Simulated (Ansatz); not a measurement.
Consider the cleavage of the In–B bond: `C[BH][InH2]` + `O[SiH3]` → `[SiH3][O][InH2]` + `BC`.

Gas-phase electronic energies from Ansatz, PBE0-D4/def2-TZVP geometries. CCSD(T)/CBS is the MP2 limit (def2-TZVPP, def2-QZVPP) plus CCSD(T) − MP2 in def2-TZVPP, frozen cores. This one scheme is used for every species. DFT in def2-TZVPP. def2 core potentials past Kr. For In outer-core shells are correlated without core-valence functions, which leaves a few kJ/mol of doubt a bond.

`C[BH][InH2]`:

```xyz
9

C     0.343    0.064   -1.464
B     0.635    0.229    0.054
In   -0.826   -0.129    1.725
H     0.900    0.765   -2.093
H     0.770   -0.928   -1.698
H    -0.701    0.038   -1.776
H     1.763    0.514    0.360
H    -1.780    1.131    2.445
H    -1.105   -1.683    2.447
```

`O[SiH3]`:

Cartesian coordinates in Å:
```
O -0.093 -0.942 -0.864
Si 0.193 0.238 0.250
H -0.996 -1.076 -1.153
H -0.212 1.579 -0.254
H 1.652 0.215 0.502
H -0.544 -0.014 1.519
```

`[SiH3][O][InH2]`:

Z-matrix (Å, degrees):
```
Si
O 1 1.622
H 1 1.490 2 110.7
H 1 1.496 2 111.8 3 120.0
H 1 1.490 2 110.8 3 -119.9
In 2 1.992 1 138.5 3 -120.0
H 6 1.702 2 110.2 1 180.0
H 6 1.706 2 112.5 1 -0.0
```

`BC`:

Z-matrix (Å, degrees):
```
C
B 1 1.548
H 1 1.091 2 115.2
H 1 1.105 2 103.3 3 -114.8
H 1 1.091 2 115.2 3 130.4
H 2 1.199 1 120.9 3 -157.0
H 2 1.199 1 120.9 3 26.7
```

Problem. Is it downhill or uphill in electronic energy at CCSD(T)/CBS, and by how much? (Best estimate.)

Solution. The calculation gave: Downhill: ΔE = -78.4 kJ/mol.

Problem. What do these levels give: LDA (SPW92), B97M-V, PBE0-D4, BHLYP-D4, B2PLYP, PBE-QIDH, BLYP, RPA@PBE/def2-TZVPP, MP2/def2-SVP, CCSD(T)/def2-SVP, SCS-MP2/def2-TZVPP, MP2/def2-QZVPP? (Estimate.)

Solution. The calculation gave: LDA (SPW92) -53.6, B97M-V -80.1, PBE0-D4 -63.4, BHLYP-D4 -81.3, B2PLYP -79.9, PBE-QIDH -70.9, BLYP -75.6, RPA@PBE/def2-TZVPP -75.5, MP2/def2-SVP -92.5, CCSD(T)/def2-SVP -84.3, SCS-MP2/def2-TZVPP -82.4, MP2/def2-QZVPP -80.8 kJ/mol.

Largest T1 diagnostic among the species: 0.015.

In def2-TZVPP, CCSD(T) changes the Hartree–Fock value by +15.4 kJ/mol (the triples alone add −0.3 kJ/mol) and MP2 by +11.9 kJ/mol. From BLYP to BHLYP (50 % exact exchange), in def2-TZVPP and without D4, ΔE moves by −4.3 kJ/mol. Leaving LDA and LC-ωPBE aside and taking each functional with its dispersion term where it has one, the values, not all of them listed here, spread over 19.1 kJ/mol, from BHLYP-D4 to PBE-D4. LDA lies +8.0 kJ/mol from PBE without D4.
